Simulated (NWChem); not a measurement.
System meant: BBrF$_{2}$; SMILES FB(F)Br

The following NWChem deck was run.

```
start job
memory heap 200 mb stack 900 mb global 1100 mb
geometry units angstroms noautoz
  B      0.000000     0.000000     0.925916
  F      0.000000    -1.128909     1.589788
  F      0.000000     1.128909     1.589788
  Br     0.000000     0.000000    -0.975608
end
basis spherical
  B library def2-svp
  F library def2-svp
  Br library def2-svp
end
dft
  xc pbe0
  iterations 4
  mulliken
end
task dft energy
```

End of the output:

```
    Atom       Charge   Shell Charges
 -----------   ------   -------------------------------------------------------
    1 B    5     5.30   1.96  0.50  0.23  1.34  0.70  0.57
    2 F    9     8.93   1.98  0.98  0.70  3.21  2.06  0.01
    3 F    9     8.93   1.98  0.98  0.70  3.21  2.06  0.01
    4 Br  35    34.84   2.00  2.00  1.96  1.10  0.68  5.99  5.81  2.46  2.80  7.84  2.03  0.16

 center of mass
 --------------
 x =   0.00000000 y =   0.00000000 z =  -0.07863859

 moments of inertia (a.u.)
 ------------------
         819.707628695400           0.000000000000           0.000000000000
           0.000000000000         646.780725066512           0.000000000000
           0.000000000000           0.000000000000         172.926903628888

     Multipole analysis of the density
     ---------------------------------

     L   x y z        total         alpha         beta         nuclear
     -   - - -        -----         -----         ----         -------
     0   0 0 0     -0.000000    -29.000000    -29.000000     58.000000

     1   1 0 0     -0.000000     -0.000000     -0.000000      0.000000
     1   0 1 0      0.000000      0.000000      0.000000      0.000000
     1   0 0 1     -0.105524     -0.052762     -0.052762      0.000000

     2   2 0 0    -23.486712    -11.743356    -11.743356      0.000000
     2   1 1 0     -0.000000     -0.000000     -0.000000      0.000000
     2   1 0 1      0.000000      0.000000      0.000000      0.000000
     2   0 2 0    -26.039769    -53.979706    -53.979706     81.919642
     2   0 1 1     -0.000000     -0.000000     -0.000000      0.000000
     2   0 0 2    -24.860948   -160.771897   -160.771897    296.682846

 ------------------------------------------------------------------------
 dft energy failed                                                                                  0
 ------------------------------------------------------------------------
 ------------------------------------------------------------------------
  current input line :
    19: task dft energy
 ------------------------------------------------------------------------
 ------------------------------------------------------------------------
 This type of error is most commonly associated with calculations not reaching convergence criteria
 ------------------------------------------------------------------------
 For more information see the NWChem manual at https://nwchemgit.github.io

0:dft energy failed:Received an Error in Communication
```

Task: What is wrong, and how is it mended?

Result: Convergence was not reached. Cause: the SCF was allowed too few iterations. This input runs:
```
start job
memory heap 200 mb stack 900 mb global 1100 mb
geometry units angstroms noautoz
  B      0.000000     0.000000     0.925916
  F      0.000000    -1.128909     1.589788
  F      0.000000     1.128909     1.589788
  Br     0.000000     0.000000    -0.975608
end
basis spherical
  B library def2-svp
  F library def2-svp
  Br library def2-svp
end
dft
  xc pbe0
  iterations 150
  mulliken
end
task dft energy
```
It converges to -2797.84351 Ha (PBE0/def2-SVP).
